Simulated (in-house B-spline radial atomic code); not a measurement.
Computed with a B-spline radial atomic code. Model: two electrons, singlet ground state, non-relativistic, full CI in B-splines with partial waves to l = 8 (at full coupling up to 3e-4 hartree above the limit, correlation up to 0.6 % small), density held at that of full coupling by Lieb maximisation.

W(λ) is the mean repulsion in the state of coupling λ less the Hartree energy of the fixed density. Its start is exact exchange, its initial slope is twice the second-order Görling-Levy correlation energy, and its area from 0 to 1 is E_xc. A straight curve means weak, dynamic correlation, and a curve that drops fast and flattens means strong correlation.

Command:
```bash
python run_ac.py task.json out
```
Settings (lengths in bohr, energies in hartree):
```
potential              coulomb
strength               6.25
lmax                   8
```

Cost of the run: 9.3 s on 1 thread of Intel(R) Xeon(R) Processor @ 2.30GHz, with other jobs on the host.

**W = mean repulsion less Hartree energy, and W of three functionals.**

Given: confinement point charge; nuclear charge 6.25; external potential -Z/r.

Computed: PBE exchange minus exact 68.808 millihartree; SCAN exchange minus exact -4.1667 millihartree.

| coupling | W xc (hartree) | W xc minus exchange (millihartree) | kinetic minus Kohn-Sham (millihartree) | LDA (PW92) W minus its exchange (millihartree) | PBE W minus its exchange (millihartree) | SCAN W minus its exchange (millihartree) |
| --- | --- | --- | --- | --- | --- | --- |
| 0 | -3.6834 | 0 | 0 | 0 | 0 | 0 |
| 0.02 | ? | ? | ? | ? | ? | ? |
| 0.05 | ? | ? | ? | ? | ? | ? |
| 0.12 | -3.6945 | -11.141 | 0.7 | -63.92 | -11.37 | -10.9 |
| 0.25 | -3.7064 | -23.026 | 2.9 | -111.84 | -23.78 | -22.35 |
| 0.4 | -3.7199 | -36.505 | 7.2 | -157.84 | -38.06 | -35.2 |
| 0.6 | -3.7375 | -54.1 | 16 | -210.37 | -56.9 | -51.84 |
| 0.8 | -3.7547 | -71.277 | 28 | -256.36 | -75.46 | -67.96 |
| 1 | -3.7714 | -88.051 | 43.1 | -297.71 | -93.68 | -83.61 |
| 1.4 | -3.8038 | -120.44 | 82 | -370.51 | -129.04 | -113.64 |
| 2 | -3.8497 | -166.32 | 159.8 | -462.72 | -179.32 | -155.88 |
| 3 | -3.9197 | -236.32 | 334.1 | -587.82 | -256.2 | -219.98 |
| 4.5 | -4.0118 | -328.37 | 677.6 | -734.92 | -357.41 | -304.22 |
| 7 | -4.138 | -454.62 | 1397.3 | -918.48 | -496.84 | -420.76 |
| 10 | -4.2566 | -573.25 | 2398.1 | -1080.9 | -629.6 | -532.41 |

Question: What belongs in the row 0.02?

Answer: W xc (hartree): -3.6853; W xc minus exchange (millihartree): -1.869; kinetic minus Kohn-Sham (millihartree): 0; LDA (PW92) W minus its exchange (millihartree): -14.99; PBE W minus its exchange (millihartree): -1.88; SCAN W minus its exchange (millihartree): -1.85.

Question: What belongs in the row 0.05?

Answer: W xc (hartree): -3.688; W xc minus exchange (millihartree): -4.663; kinetic minus Kohn-Sham (millihartree): 0.1; LDA (PW92) W minus its exchange (millihartree): -31.87; PBE W minus its exchange (millihartree): -4.71; SCAN W minus its exchange (millihartree): -4.59.

Question: What is the LDA exchange minus exact?

Answer: 520.4 millihartree.

**Energy parts, natural occupations and partial-wave weights.**

Computed: total energy -35.3123 hartree; exchange energy -3.6834 hartree; correlation energy -0.044914 hartree; kinetic part over minus potential part 0.48991; Hartree energy 7.3668 hartree; Kohn-Sham kinetic 35.269 hartree; Lieb Oxford ratio E_xc over LDA exchange 1.1787.

| natural | occupation of the shell (electrons) |
| --- | --- |
| s | 1.9986 |
| p | 0.00079223 |
| s | ? |
| d | 4.2856e-05 |
| p | 3.0019e-05 |
| s | 1.2018e-05 |

Question: What belongs in the row s?

Answer: occupation of the shell (electrons): 0.00051497.

```
wave      weight
   s     0.99956
   p  0.00041268
   d           ?
   f  3.5606e-06
   g  8.4904e-07
```

Question: What belongs in the row d?

Answer: weight: 2.4099e-05.

Question: What is the initial slope twice GL2?

Answer: -0.093534 hartree.

Question: What is the kinetic part of the DFT correlation energy?

Answer: 0.043137 hartree.

Half-way to full coupling W has made 51 % of its drop, against 50 % for a straight line, and second-order (GL2) theory, half the initial slope, overshoots the correlation energy by about 4 %: correlation is weak here. Over couplings 0 to 1 the errors in E_xc come to about +391 millihartree for LDA, +66 millihartree for PBE, -2.3 millihartree for SCAN, so SCAN is nearest. In LDA and PBE and SCAN the errors of exchange and correlation have opposite signs, so the sum is smaller than the larger of the two.
